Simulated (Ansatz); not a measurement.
`O[SiH](S)Br` + H₂O → `O[SiH](O)S` + HBr  (formal hydrolysis of the Si–Br bond)

Computed with Ansatz on PBE0-D4/def2-TZVP structures; ΔE is electronic, products minus reactants. CCSD(T)/CBS is the MP2 limit (def2-TZVPP, def2-QZVPP) plus CCSD(T) − MP2 in def2-TZVPP, frozen cores. This one scheme is used for every species. DFT in def2-TZVPP. B3LYP here is the variant with VWN-RPA as its local correlation; programs differ in this. HSE06 is defined as in plane-wave codes. For Br outer-core shells are correlated without core-valence functions, which leaves a few kJ/mol of doubt a bond. Scalar relativity is left out up to krypton. Each species was taken in one conformer, which may not be the lowest.

```json
{"level": "HSE06-D4", "ΔE (kJ/mol)": "-1.1", "difference from CCSD(T)/CBS": "3.5"}
{"level": "ωB97X-V", "ΔE (kJ/mol)": "-10.4", "difference from CCSD(T)/CBS": "-5.8"}
{"level": "ωB97M-V", "ΔE (kJ/mol)": "-9.6", "difference from CCSD(T)/CBS": "-5.0"}
{"level": "PBE", "ΔE (kJ/mol)": "-3.5", "difference from CCSD(T)/CBS": "1.1"}
{"level": "revPBE", "ΔE (kJ/mol)": "-1.9", "difference from CCSD(T)/CBS": "2.7"}
{"level": "r2SCAN", "ΔE (kJ/mol)": "-9.2", "difference from CCSD(T)/CBS": "-4.6"}
{"level": "B3LYP", "ΔE (kJ/mol)": "-15.2", "difference from CCSD(T)/CBS": "-10.6"}
{"level": "MP2/def2-SVP", "ΔE (kJ/mol)": "-10.9", "difference from CCSD(T)/CBS": "-6.3"}
{"level": "CCSD/def2-TZVPP", "ΔE (kJ/mol)": "-14.5", "difference from CCSD(T)/CBS": "-9.9"}
{"level": "SCS-MP2/def2-QZVPP", "ΔE (kJ/mol)": "-7.7", "difference from CCSD(T)/CBS": "-3.1"}
{"level": "CCSD(T)/CBS", "ΔE (kJ/mol)": "-4.6", "difference from CCSD(T)/CBS": "0"}
```

Largest T1 diagnostic among the species: 0.011.

At CCSD(T), def2-SVP lies −10.1 kJ/mol from the extrapolated value and def2-TZVPP −8.0 kJ/mol. Leaving LDA and LC-ωPBE aside and taking each functional with its dispersion term where it has one, the values, not all of them listed here, spread over 18.0 kJ/mol, from CAM-B3LYP-D4 to revPBE-D4. LDA lies −6.4 kJ/mol from PBE without D4.

CCSD(T)/CBS has its own doubt, a few kJ/mol and more with outer-core shells, so smaller differences from it don't rank the levels.
